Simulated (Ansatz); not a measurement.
AlBH$_{6}$OSSi, relaxed with RKS PBE-D4/def2-SVP in Ansatz 0.2.0 from a rough embedded geometry. The force threshold is 0.03 eV/Å; the program also tests the step.

Total charge 0; spin multiplicity 1. The bonds changed during the relaxation, so this is another structure than the one it started from.

Start:

```xyz
11

B     0.542   -1.615   -0.292
Si    0.567    0.282   -0.451
S     2.599    0.898   -0.609
O    -0.127    0.972    1.038
Al   -1.970    0.998    0.708
H    -0.058   -2.299   -1.158
H     1.049   -2.212    0.594
H    -0.122    0.711   -1.633
H     2.960    0.314    0.676
H    -2.806   -0.281    1.142
H    -2.633    2.232   -0.015
```

```
step  energy (eV)  largest force (eV/Å)  largest move (Å)
   1  -28105.7905                 3.108             0.000
   2  -28106.2632                 1.704             0.161
   3  -28106.4617                 0.737             0.141
   4  -28106.5348                 0.306             0.178
   5  -28106.5912                 0.480             0.195
   6  -28106.6420                 0.619             0.195
   7  -28106.6963                 0.506             0.197
   8  -28106.7567                 0.458             0.194
   9  -28106.8252                 0.371             0.195
  10  -28106.8808                 0.988             0.195
  11  -28106.9511                 0.552             0.085
  13  -28107.1057                 0.404             0.195
  15  -28107.1290                 0.273             0.200
  17  -28107.1490                 0.160             0.065
  19  -28107.1623                 0.195             0.190
  21  -28107.1737                 0.092             0.200
  23  -28107.1827                 0.173             0.054
  25  -28107.1926                 0.129             0.148
  27  -28107.1962                 0.028             0.086
  29  -28107.1992                 0.066             0.090
  31  -28107.2003                 0.029             0.042
  33  -28107.2006                 0.020             0.035
```

End:

```xyz
11

B     1.389   -1.565   -0.330
Si   -0.046   -0.409   -0.974
S     2.171    0.316   -0.583
O    -1.105    0.444   -0.031
Al   -2.136    1.294    1.055
H     1.883   -2.241   -1.216
H     1.437   -1.936    0.826
H    -0.291   -0.031   -2.409
H     1.830    0.822    0.637
H    -3.693    0.980    0.976
H    -1.439    2.325    2.049
```

It took 47 s on 4 threads of an Arm Neoverse V1 on a shared host, with 0.19 GiB of host memory at the peak.
